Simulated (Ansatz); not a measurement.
The cluster Ag₂O, relaxed as a singlet with RKS PBE0-D4/def2-TZVP in Ansatz, starting from the GFN1-xTB geometry. Force threshold 0.02 eV/Å.

In the def2 sets Ag takes a core potential; there is no spin–orbit coupling. The relaxation made no stability test and no search for a lower SCF solution. No other spin state of charge 0 was run. The structure comes from a short search, and lower isomers may exist.

Start:

Cartesian coordinates in Å:
```
Ag 0.719 -0.539 -0.470
Ag 0.271 1.550 1.062
O -0.990 -1.011 -0.592
```

**Question.** Estimate the energy that the relaxation releases and the steps that it takes.

**Answer.** 1.66 eV, in 8 steps; 7.5 s on 4 threads of Arm Neoverse V1 on a shared host. No frequencies were taken in this run, so the end may be a saddle point.

**Question.** Does the start keep its bonding and symmetry?

**Answer.** Bonds formed: Ag2–O3 (atoms count from 1). The end is the same structure that another start reached, the lowest one found. Point group Cs at the start, C2v at the end, both within 0.05 Å.

**Question.** Predict the relaxed structure.

**Answer.** 
| atom | x (Å) | y (Å) | z (Å) |
| --- | --- | --- | --- |
| Ag1 | 1.044 | -0.892 | -0.761 |
| Ag2 | -0.264 | 1.248 | 0.915 |
| O3 | -0.781 | -0.356 | -0.155 |
Bond lengths (bridged metal pairs left out): 2 × Ag–O 2.00 Å.
